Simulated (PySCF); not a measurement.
```xyz
19

N      2.0571    -2.5903     1.1157
C      1.5588    -1.6631     0.5923
C      0.9467    -0.5418    -0.0398
C      1.6738     0.4394    -0.7159
Si     3.5441     0.5314    -0.9548
S      0.6210     1.6646    -1.3688
C     -0.8172     0.8801    -0.7463
C     -2.1509     1.3076    -0.8806
C     -3.1540     0.5255    -0.3008
C     -2.8396    -0.6625     0.4015
C     -1.5172    -1.0872     0.5353
C     -0.4851    -0.3137    -0.0420
H      4.0197    -0.6744    -1.7129
H      4.2239     0.5886     0.3827
H      3.8362     1.7801    -1.7366
H     -2.3964     2.2304    -1.4259
H     -4.2042     0.8403    -0.3929
H     -3.6501    -1.2578     0.8474
H     -1.2660    -2.0098     1.0800
```

Charge 0, multiplicity 1.

**Question.** Give the Mulliken and meta-Löwdin atomic charges from PBE-D3(BJ)/def2-TZVP // PBE-D3(BJ)/def2-SVP (PySCF).

**Answer.** 
```tsv
atom	Mulliken (e)	meta-Löwdin (e)
N1	0.05	-0.21
C2	-0.30	0.09
C3	0.14	-0.05
C4	-0.05	-0.31
Si5	0.13	0.42
S6	0.03	0.30
C7	0.09	-0.10
C8	-0.17	-0.13
C9	-0.10	-0.11
C10	-0.08	-0.12
C11	-0.22	-0.12
C12	0.00	0.00
H13	0.00	-0.06
H14	0.00	-0.06
H15	-0.01	-0.07
H16	0.12	0.13
H17	0.11	0.13
H18	0.11	0.13
H19	0.13	0.14
```
